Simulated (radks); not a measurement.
Ionisation of neutral sulfur, [Ne] 3s2 3p4, to [Ne] 3s2 3p3 as the strength of local exchange is varied. Calculated with a radial shooting solver on a logarithmic mesh with Libxc functionals: non-relativistic Kohn-Sham, Slater X-alpha exchange (alpha = 2/3 is LDA exchange), no correlation, spin-polarised, spherical densities, point nucleus; open shells are filled with parallel spins first.

| alpha | E(S) (hartree) | exchange (hartree) | IE (eV) | -e of the level emptied (eV) | <r> of it (bohr) |
|---|---|---|---|---|---|
| 0.564 | -392.00366 | -19.23672 | 8.031 | 4.006 (3p) | 2.239 |
| 0.573 | -392.31073 | -19.55702 | 8.099 | 4.068 (3p) | 2.232 |
| 0.667 | -395.53045 | -22.92721 | 8.827 | 4.744 (3p) | 2.172 |
| 0.67 | -395.63358 | -23.03551 | 8.851 | 4.766 (3p) | 2.170 |
| 0.676 | -395.83992 | -23.25226 | 8.898 | 4.811 (3p) | 2.166 |
| 0.686 | -396.18401 | -23.61391 | 8.978 | 4.886 (3p) | 2.160 |
| 0.923 | -404.41440 | -32.33415 | 10.996 | 6.817 (3p) | 2.027 |
| 0.957 | -405.60696 | -33.60858 | 11.304 | 7.116 (3p) | 2.010 |

NIST Atomic Spectra Database: 10.360 eV (measured). The Delta-SCF value meets it near alpha = 0.85. Open shells are spherical and high-spin; term and fine-structure splittings are not resolved.
